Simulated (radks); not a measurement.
All-electron atom: the ruthenium ion Ru4+ in [Kr] 4d4 (the NIST ground configuration). Calculated with a radial shooting solver on a logarithmic mesh with Libxc functionals: Dirac Kohn-Sham, BLYP, spin-unpolarised, spherical densities, finite nucleus; open shells fill j = l - 1/2 first; Fermi nuclear charge, rms radius 4.4809 fm.

Unscreened Slater integrals over Kohn-Sham orbitals (eV). Large and small components are both included. Empty in this configuration: 4d5/2.

integral          value
F0(4d3/2,4d3/2)  17.933
F2(4d3/2,4d3/2)  9.1113
F0(4d3/2,4p3/2)  19.714
F2(4d3/2,4p3/2)  9.9017
G1(4d3/2,4p3/2)  12.494
G3(4d3/2,4p3/2)  7.6825
F0(4d3/2,4p1/2)  19.898
G1(4d3/2,4p1/2)  12.422
F0(4d3/2,4s1/2)  20.403
G2(4d3/2,4s1/2)  9.1995
F0(4d3/2,4d5/2)  17.863
F2(4d3/2,4d5/2)  9.0764
G2(4d3/2,4d5/2)  9.0725
G4(4d3/2,4d5/2)  5.9858
F0(4p3/2,4p3/2)  22.176
F2(4p3/2,4p3/2)  11.683
F0(4p3/2,4p1/2)  22.448
G2(4p3/2,4p1/2)  11.797
F0(4p3/2,4s1/2)  23.189
G1(4p3/2,4s1/2)  15.717
F0(4p3/2,4d5/2)  19.618
F2(4p3/2,4d5/2)  9.8311
G1(4p3/2,4d5/2)  12.382
G3(4p3/2,4d5/2)  7.6114
F0(4p1/2,4p1/2)  22.733
F0(4p1/2,4s1/2)  23.509
G1(4p1/2,4s1/2)  16.052
F0(4p1/2,4d5/2)  19.799
G3(4p1/2,4d5/2)  7.5482
F0(4s1/2,4s1/2)  24.380
F0(4s1/2,4d5/2)  20.295
G2(4s1/2,4d5/2)  9.0828
F0(4d5/2,4d5/2)  17.793
F2(4d5/2,4d5/2)  9.0430
F4(4d5/2,4d5/2)  5.9662
